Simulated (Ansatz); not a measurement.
Basis sets compared for Cd₇H₂₀S₇. Total charge 0; singlet. Geometry PBE-D4/def2-SVP. Ansatz on 2 threads of AMD EPYC 7R13 on a shared host and a share (18 GiB) of an NVIDIA H100 80GB HBM3; times are rough, and most runs start from earlier orbitals.

Cartesian coordinates in Å:
```
Cd -1.051 -1.615 -4.972
S -3.145 -1.173 -2.541
S 0.505 -0.650 -2.523
Cd 0.174 1.904 -2.231
Cd -3.391 -0.404 0.297
S -1.842 1.595 -0.352
S 1.681 2.263 0.030
Cd -0.433 3.025 1.488
Cd 0.838 -2.657 -0.922
S -1.327 -1.956 0.662
S 2.208 -1.376 1.080
Cd 2.847 1.022 2.113
Cd 0.262 -1.787 2.872
S 0.254 0.896 2.973
H -1.305 -0.059 -5.603
H -0.889 -3.261 -4.590
H -4.154 -0.465 -3.124
H -3.852 -2.338 -2.596
H 1.766 -0.616 -3.037
H 0.064 3.216 -3.300
H -5.001 -0.493 0.814
H -2.755 2.546 -0.696
H 2.325 3.454 -0.118
H 2.194 6.021 0.831
H 1.509 5.803 1.106
H -0.962 4.523 2.081
H 1.162 -4.307 -1.140
H -1.930 -3.148 0.930
H 3.151 -2.251 1.526
H 3.627 -3.877 3.681
H 4.264 1.464 2.928
H 0.097 -2.832 4.198
H 2.890 -3.735 3.853
H 0.220 1.268 4.282
```

In the def2 sets Cd takes a core potential; there is no spin–orbit coupling. Single mean-field runs in def2-SVP, def2-TZVP are fitted with def2-universal-jkfit. In the singlet geometry the species has come apart into loosely held pieces. In the singlet, H24 and H25 lie 0.77 Å apart, H30 and H33 lie 0.77 Å apart (atoms count from 1), so H2 has formed as a molecule.

Binding counts from free atoms (Cd singlet, S triplet, H doublet) in the same basis, without a counterpoise term.

```csv
level,functions,energy (Eh),HOMO (eV),LUMO (eV),binding per atom (eV),wall time
PBE-D4/def2-SVP,443,-3971.5396,-6.04,-2.17,2.19,7.5 s
PBE0-D4/def2-SVP,443,-3971.7438,-7.16,-1.36,2.19,9.5 s
```

**Question.** Estimate the rows for PBE-D4/def2-TZVP (with forces), PBE0-D4/def2-TZVP.

**Answer.** 
```
                         level  functions  energy (Eh)  HOMO (eV)  LUMO (eV)  binding per atom (eV)  wall time
PBE-D4/def2-TZVP (with forces)        659   -3972.7876      -6.12      -2.22                   2.16       13 s
             PBE0-D4/def2-TZVP        659   -3972.9652      -7.24      -1.41                   2.16       11 s
```
